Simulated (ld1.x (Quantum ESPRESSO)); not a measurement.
# What one change does to a pseudopotential (I, TM semilocal)

```
Element                 : iodine
Generator               : ld1.x (Quantum ESPRESSO) 7.5
Type                    : norm-conserving Troullier–Martins (semilocal form)
Functional              : PW91
Relativity              : scalar-relativistic
Frozen core             : [Kr]
Valence charge          : 17
Reference configuration : 4d10 5s2 5p4 (charge +1)
Partial waves           : 5s (bound): rc 1.65 bohr; 4d (bound): rc 1.50 bohr; 5p (bound): rc 2.10 bohr
Local potential         : the p channel
Core correction         : a·sin(br)/r model core inside 0.80 bohr
```

Change: all radii but the core radius scaled by about 0.91 (s 1.50, p 1.92, d 1.38 bohr).

Cutoffs: the cutoffs (Ry, on a coarse ladder) from which the occupation-weighted sum of valence levels, in a spherical-Bessel basis at the reference potential, stays within 10 and 1 mRy of its value at 400 Ry; they do not see the model core or the augmentation charge, which bear on the density cutoff. Errors are all-electron minus pseudo energies relative to the spin-unpolarised reference configuration.

Problem. How do hardness, ghosts and transferability respond?

Solution. The potential gets harder (100 Ry and 160 Ry → 110 Ry and 180 Ry); of the 7 tests that both files solve, the error grows in 3 and shrinks in 1 by more than 15 % and 0.3 meV (median size 5.7 → 5.7 meV); neither file shows a bound ghost. A smaller radius makes the pseudo-wave follow the all-electron one further in, where it bends more sharply, so more plane waves are needed. A semilocal file is local in each channel, so a ghost entry of none says nothing of the separable form that plane-wave codes build from it.

```tsv
quantity	base	changed
cutoff, loose	100 Ry	110 Ry
cutoff, tight	160 Ry	180 Ry
loose cutoff by channel (10 mRy a level)	s 25 Ry, d 90 Ry, p 15 Ry	s 35 Ry, d 90 Ry, p 15 Ry
bound ghosts	none	none
error for 4d10 5s2 5p5, meV [ΔE -11.19 eV]	+5.7	+5.7
error for 4d10 5s2 5p3, meV [ΔE 19.92 eV]	-1.6	-1.3
error for 4d10 5s2 5p2, meV [ΔE 49.33 eV]	+4.0	+5.5
error for 4d10 5s2 5p5.3, meV [ΔE -12.98 eV]	+7.4	+7.5
error for 4d10 5s1 5p6, meV [ΔE -0.74 eV]	-2.1	-3.4
error for 4d9 5s2 5p5, meV [ΔE 47.12 eV]	-363	-344
error for 4d10 5s2 5p1, meV [ΔE 88.87 eV]	+16	+21
```
